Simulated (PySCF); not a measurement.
B(Et)2(Vi), C6H13B, SMILES C=CB(CC)CC, GFN2-xTB optimised geometry.

```
20

B     -0.34     0.58     0.00
C     -1.10     1.97     0.00
C     -2.63     1.94     0.13
H     -0.84     2.50    -0.92
H     -0.70     2.59     0.80
H     -2.93     1.47     1.06
H     -3.07     1.38    -0.70
H     -3.03     2.95     0.11
C     -1.15    -0.78    -0.01
C     -0.34    -2.08    -0.04
H     -1.84    -0.78    -0.87
H     -1.81    -0.80     0.87
H      0.34    -2.12     0.81
H      0.25    -2.15    -0.95
H     -0.99    -2.95     0.00
C      1.21     0.58     0.00
C      1.99     1.38     0.71
H      1.72    -0.17    -0.61
H      3.07     1.32     0.70
H      1.58     2.13     1.38
```

Density from B3LYP/def2-SVP (PySCF) at that geometry.

Minimum of the electron density along straight lines between bonded atoms, close to the bond critical point (lines longer than 1.1 times the sum of covalent radii, or with two minima, are not listed):

| bond | length / Å | ρ at the minimum / e bohr⁻³ | ∇²ρ there / e bohr⁻⁵ | position (fraction from the first atom) |
|---|---|---|---|---|
| B1–C2 | 1.584 | 0.180 | -0.17 | 0.32 |
| C2–C3 | 1.529 | 0.241 | -0.55 | 0.50 |
| C2–H4 | 1.095 | 0.267 | -0.92 | 0.62 |
| C2–H5 | 1.094 | 0.268 | -0.92 | 0.62 |
| C3–H6 | 1.088 | 0.277 | -1.01 | 0.62 |
| C3–H7 | 1.088 | 0.277 | -1.01 | 0.62 |
| C3–H8 | 1.089 | 0.277 | -1.01 | 0.62 |
| B1–C9 | 1.582 | 0.181 | -0.16 | 0.32 |
| C9–C10 | 1.529 | 0.241 | -0.54 | 0.50 |
| C9–H11 | 1.095 | 0.268 | -0.92 | 0.62 |
| C9–H12 | 1.095 | 0.267 | -0.92 | 0.62 |
| C10–H13 | 1.088 | 0.277 | -1.02 | 0.62 |
| C10–H14 | 1.088 | 0.277 | -1.01 | 0.62 |
| C10–H15 | 1.089 | 0.277 | -1.01 | 0.62 |
| B1–C16 | 1.555 | 0.185 | -0.09 | 0.32 |
| C16–C17 | 1.330 | 0.342 | -0.93 | 0.49 |
| C16–H18 | 1.086 | 0.277 | -1.01 | 0.62 |
| C17–H19 | 1.080 | 0.284 | -1.09 | 0.63 |
| C17–H20 | 1.079 | 0.284 | -1.09 | 0.63 |
